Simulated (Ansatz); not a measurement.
Relaxation of C₂H₇ClSi₂ (12 atoms, charge 0, multiplicity 1), to a largest force component of 0.015 eV/Å in at most 40 steps.

The calculation used RKS r2SCAN/def2-SVP in Ansatz.

```xyz
12
Properties=species:S:1:pos:R:3:forces:R:3
Si -1.552 -0.075 0.384 -2.21 2.42 -0.33
C 0.103 0.271 -0.244 1.70 1.31 -1.35
Si 1.213 -1.007 0.439 1.90 0.02 0.96
C 0.614 1.258 -1.059 -4.24 -1.43 1.79
Cl -0.418 2.485 -1.762 0.28 -0.04 0.05
H -1.747 0.550 1.736 0.15 -0.21 0.01
H -2.585 0.598 -0.509 0.19 -0.29 0.25
H -1.864 -1.466 0.419 0.00 -1.39 0.14
H 1.171 -1.020 1.976 -0.20 -0.07 -0.67
H 2.642 -0.674 0.089 -0.13 -0.10 -0.01
H 0.908 -2.345 -0.080 -0.21 -0.45 -0.11
H 1.592 1.369 -1.354 2.77 0.23 -0.74
```

Task: Where does it end, and by what steps?

Result: The forces met the threshold. After 13 steps the energy has fallen by 0.529 eV; H6 moved furthest, 0.89 Å.

```json
{"step": "0", "energy less start (eV)": "0.0000", "largest force component (eV/Å)": "4.242", "accepted": "yes"}
{"step": "1", "energy less start (eV)": "-0.4220", "largest force component (eV/Å)": "0.987", "accepted": "yes"}
{"step": "2", "energy less start (eV)": "-0.4110", "largest force component (eV/Å)": "1.045", "accepted": "no"}
{"step": "3", "energy less start (eV)": "-0.4767", "largest force component (eV/Å)": "0.210", "accepted": "yes"}
{"step": "4", "energy less start (eV)": "-0.4889", "largest force component (eV/Å)": "0.090", "accepted": "yes"}
{"step": "5", "energy less start (eV)": "-0.5005", "largest force component (eV/Å)": "0.047", "accepted": "yes"}
{"step": "6", "energy less start (eV)": "-0.5072", "largest force component (eV/Å)": "0.247", "accepted": "yes"}
{"step": "7", "energy less start (eV)": "-0.5133", "largest force component (eV/Å)": "0.150", "accepted": "yes"}
{"step": "8", "energy less start (eV)": "-0.5235", "largest force component (eV/Å)": "0.036", "accepted": "yes"}
{"step": "9", "energy less start (eV)": "-0.5235", "largest force component (eV/Å)": "0.191", "accepted": "no"}
{"step": "10", "energy less start (eV)": "-0.5259", "largest force component (eV/Å)": "0.174", "accepted": "yes"}
{"step": "11", "energy less start (eV)": "-0.5272", "largest force component (eV/Å)": "0.135", "accepted": "yes"}
{"step": "12", "energy less start (eV)": "-0.5274", "largest force component (eV/Å)": "0.115", "accepted": "yes"}
{"step": "13", "energy less start (eV)": "-0.5288", "largest force component (eV/Å)": "0.012", "accepted": "yes"}
```

```xyz
12
Properties=species:S:1:pos:R:3
Si -1.692 0.046 0.334
C 0.124 0.210 -0.143
Si 1.359 -1.117 0.338
C 0.574 1.272 -0.831
Cl -0.449 2.590 -1.351
H -2.112 1.174 1.217
H -2.558 0.016 -0.880
H -1.855 -1.239 1.079
H 1.397 -1.273 1.824
H 2.717 -0.739 -0.159
H 0.961 -2.432 -0.250
H 1.612 1.436 -1.144
```

Run time: 60 s on 2 threads of Arm Neoverse V2, on a shared host, peak memory 0.19 GiB.
